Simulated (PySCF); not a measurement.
How methods differ on the excitation energy of Mg

Mg [Ne] 3s2 (1S) → Mg [Ne] 3p2 (3P), as a difference of total energies. All numbers are calculated (PySCF 2.14, the spin-free X2C one-electron Hamiltonian (Gaussian nucleus), in aug-cc-pCVTZ-DK (8s7p5d3f, 75 functions)). Correlated levels: valence: [Ne] frozen; valence and next inner shell: 1s2 frozen; nothing frozen. The calculations carry no spin-orbit coupling.

```tsv
method	excitation energy (cm⁻¹)	error (cm⁻¹)
UHF	50816	-7038
LDA	52839	-5014
PBE	50965	-6889
PBE0	51914	-5939
r2SCAN	49857	-7996
LC-wPBE	54536	-3318
M06	51871	-5982
r2SCANh	50504	-7349
CAM-B3LYP	56790	-1064
MP2 (valence)	54928	-2926
SCS-MP2 (valence)	56719	-1135
MP2 (valence and next inner shell)	56334	-1520
SCS-MP2 (valence and next inner shell)	57774	-80
MP2 (all electrons)	56295	-1559
SCS-MP2 (all electrons)	57749	-104
```

Reference: 57854 cm⁻¹ (measured; NIST levels, between the centres of gravity of the two terms).

Errors of the correlated levels include the incompleteness of this basis and the frozen core.
